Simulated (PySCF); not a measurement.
Si(H)(F)(Me)(OMe) (C2H7FOSi), SMILES CO[SiH](C)F.

The structure is a stationary point at B3LYP-D3(BJ)/def2-SVP. This is a generated structure with no PubChem entry under its InChIKey; it may be hypothetical. The values are those of a single conformer.

Two levels are set side by side: PBE/def2-TZVP (PySCF) and HF/def2-TZVP (PySCF). Same geometry, gas phase. Differences are taken from unrounded values.

```tsv
quantity	HF	PBE	PBE minus HF
orbital gap (eV)	16.00	7.21	-8.79
highest occupied level (eV)	-12.30	-6.90	5.40
lowest empty level (eV)	3.70	0.32	-3.39
dipole moment (D)	1.43	1.23	-0.20
mean polarisability (bohr³)	47.8	54.3	6.6
```

PBE's occupied levels lie high since its potential decays too fast outside the molecule; exact exchange lowers them and widens the gap. PBE's more diffuse valence density responds more strongly to a field. Differences between two approximate levels are no errors against the true value.

Rough cost on one machine, each run with all the roots and properties that it gave: HF against PBE about 1/3.
